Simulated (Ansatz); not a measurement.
# VH, quintet: energies of several shapes or isomers

Program: Ansatz, Gaussian basis, development build. Basis def2-SVP, nonrelativistic, 9 orbitals frozen in the corrections; active space CAS(6,6). Restricted Hartree–Fock, then the lowest state-specific CASSCF solution met for each case. Small basis; these aren't basis-limit values. Single-reference values can break down or jump between states where bonds are stretched. Unlike active orbitals can shift such differences by tenths of an eV, at times by over 1 eV.

Case A: bond length 2.5950 Å. A bond is stretched, to 1.41 times the sum of the covalent radii.

Case B: bond length 1.7300 Å.

Case C: bond length 5.1900 Å. A bond is stretched, to 2.82 times the sum of the covalent radii.

Energy less that of case A, in eV:

| case | RHF/ROHF | CASSCF |
| --- | --- | --- |
| B | -1.255 | -0.967 |
| C | +0.748 | +0.778 |

What does SC-NEVPT2 give for these differences?

B: -1.212 eV (-27.9 kcal/mol); C: +0.755 eV (17.4 kcal/mol).

Which case is lowest, and do the methods agree?

B is lowest in SC-NEVPT2. Of the methods shown, RHF/ROHF, CASSCF agree.
